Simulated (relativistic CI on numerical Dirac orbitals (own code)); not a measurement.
# Calculated levels, Au

Method of calculation: Dirac-Coulomb-Breit CI, separate exchange-only KLI orbitals for each configuration, model QED, valence Slater integrals scaled by 0.85, P86 correlation energy added to each configuration (own radial code, finite nucleus).

Configuration list (outside the closed core [Xe] 4f14): 5d¹⁰6s, 5d⁹6s², 5d¹⁰6p, 5d⁹6s6p, 5d¹⁰7s, 5d¹⁰7p, 5d¹⁰6d, 5d¹⁰8s, 5d¹⁰8p, 5d¹⁰5f, 5d¹⁰7d, 5d¹⁰9s, 5d¹⁰9p, 5d¹⁰5g, 5d¹⁰6f. Double excitations out of closed p, d and f shells are left out; levels of such configurations are missing from the list, as are those of other unlisted configurations, and high levels can miss mixing partners.

The lowest level is 5d¹⁰6s ²S1/2, with 100 % of that term; Hund's rules for 5d¹⁰6s give ²S with J = 1/2, in agreement.

```
No.  Configuration  Term    J  E (cm⁻¹)    %  Next component (%)
  1         5d¹⁰6s    ²S  1/2       0.0  100                    
  2         5d⁹6s²    ²D  5/2   12957.1  100                    
  3         5d⁹6s²    ²D  3/2   24539.0  100                    
  4         5d¹⁰6p   ²P°  1/2   33325.6   96       4 5d⁹6s6p ²P°
  5         5d¹⁰6p   ²P°  3/2   36026.5   94       6 5d⁹6s6p ²P°
  6        5d⁹6s6p   ⁴P°  5/2   37940.4   82              15 ⁴D°
  7        5d⁹6s6p   ⁴F°  7/2   41457.0   64              23 ⁴D°
  8        5d⁹6s6p   ⁴F°  5/2   42514.6   49              35 ²F°
  9        5d⁹6s6p   ⁴P°  3/2   42984.6   55              24 ⁴D°
 10        5d⁹6s6p   ⁴F°  9/2   43285.5  100                    
 11        5d⁹6s6p   ⁴D°  7/2   46726.5   72              17 ²F°
 12         5d¹⁰7s    ²S  1/2   46732.4  100                    
 13        5d⁹6s6p   ⁴F°  3/2   47583.7   38              29 ²D°
 14        5d⁹6s6p   ⁴D°  5/2   47895.1   45              24 ²F°
 15        5d⁹6s6p   ⁴P°  1/2   48414.8   48              30 ²P°
 16        5d⁹6s6p   ⁴F°  3/2   51979.5   56              35 ²D°
 17         5d¹⁰7p   ²P°  3/2   52897.2   84      11 5d⁹6s6p ²P°
 18         5d¹⁰7p   ²P°  1/2   52954.1   92       4 5d⁹6s6p ²P°
 19         5d¹⁰6d    ²D  3/2   53560.0  100                    
 20         5d¹⁰6d    ²D  5/2   53605.9  100                    
 21        5d⁹6s6p   ⁴F°  5/2   54846.9   43              38 ²F°
 22        5d⁹6s6p   ⁴P°  1/2   55632.8   46              43 ⁴D°
 23         5d¹⁰8s    ²S  1/2   57011.0  100                    
 24        5d⁹6s6p   ²F°  7/2   57648.0   76              21 ⁴F°
 25        5d⁹6s6p   ²P°  1/2   57781.7   48              30 ⁴D°
 26        5d⁹6s6p   ⁴D°  3/2   57814.1   58              25 ²D°
 27        5d⁹6s6p   ²P°  3/2   58243.6   72              19 ⁴P°
 28        5d⁹6s6p   ²D°  5/2   58941.0   58              30 ⁴D°
 29         5d¹⁰8p   ²P°  3/2   58980.3   72      17 5d⁹6s6p ²P°
 30         5d¹⁰5f   ²F°  7/2   59153.1  100                    
 31         5d¹⁰5f   ²F°  5/2   59167.2   98       1 5d⁹6s6p ²D°
 32         5d¹⁰8p   ²P°  1/2   59691.6   86       9 5d⁹6s6p ²P°
 33         5d¹⁰7d    ²D  3/2   59740.2  100                    
 34         5d¹⁰7d    ²D  5/2   59762.8  100                    
 35         5d¹⁰9s    ²S  1/2   61227.9  100                    
 36         5d¹⁰9p   ²P°  3/2   61958.6   60      18 5d⁹6s6p ²P°
 37        5d⁹6s6p   ²F°  7/2   61964.2   77       17 5d¹⁰6f ²F°
 38         5d¹⁰6f   ²F°  5/2   62291.1  100                    
 39         5d¹⁰6f   ²F°  7/2   62360.9   83      16 5d⁹6s6p ²F°
 40         5d¹⁰9p   ²P°  1/2   62437.9   98       1 5d⁹6s6p ²P°
 41         5d¹⁰5g    ²G  7/2   63319.7  100                    
 42         5d¹⁰5g    ²G  9/2   63319.7  100                    
 43        5d⁹6s6p   ²D°  5/2   63942.5   81              15 ²F°
 44        5d⁹6s6p   ²P°  3/2   63996.9   41       38 5d¹⁰9p ²P°
 45        5d⁹6s6p   ²F°  5/2   72333.4   84              15 ²D°
```

Energies count from the lowest computed level; ° marks odd parity.

The mean weight of the leading LS term, summed over parents, in these 45 levels is 79 %, and that of the leading jj configuration (from the same eigenvectors) 81 %.

Correlation outside the listed configurations is missing or only estimated: errors of thousands of cm⁻¹ between configurations and terms are usual at this charge. Rates and lifetimes follow the computed energies and can be off by large factors. The fine structure of a lone outer electron comes out too small, for d and f at times inverted, and misplaced configurations move strength between like terms. 8 of the 19 excited levels that our extract of the measured tables holds in this range could be paired (the sources list more); they are missed by 5519 cm⁻¹ on average and 7831 at most, and levels without a partner can miss by more.

LS names give the leading component of a level, which can be under half, so a name can repeat, a term be missing and a line seem to break the LS rules.
